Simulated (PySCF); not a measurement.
C₂HBr₂Cl, SMILES Cl/C(Br)=C\Br.

Geometry: PBE0-D3(BJ)/def2-SVP.

All values below come from PBE0-D3(BJ)/def2-SVP run with PySCF 2.14.0.

Frequencies are harmonic and unscaled.

Task: Give all harmonic wavenumbers and intensities. (The exact figures need the calculation; the answer reports its results.)

Result: 
```csv
mode,ν (cm⁻¹),IR (km/mol),moving atoms (share of kinetic energy)
1,143,0.5,"Cl 58 %, Br 28 %, C 13 %"
2,168,0.0,"C 76 %, Br 14 %, H 10 %"
3,206,0.0,"Br 64 %, Cl 28 %"
4,270,0.0,"Br 61 %, Cl 31 %, C 8 %"
5,470,3.6,"C 85 %, H 11 %"
6,625,10.3,"C 64 %, Cl 30 %"
7,744,61.5,"C 81 %, Br 12 %"
8,796,26.4,"H 77 %, C 23 %"
9,905,99.4,"C 79 %, H 12 %"
10,1227,7.6,"H 82 %, C 18 %"
11,1662,17.4,C 98 %
12,3256,17.4,"H 91 %, C 9 %"
```
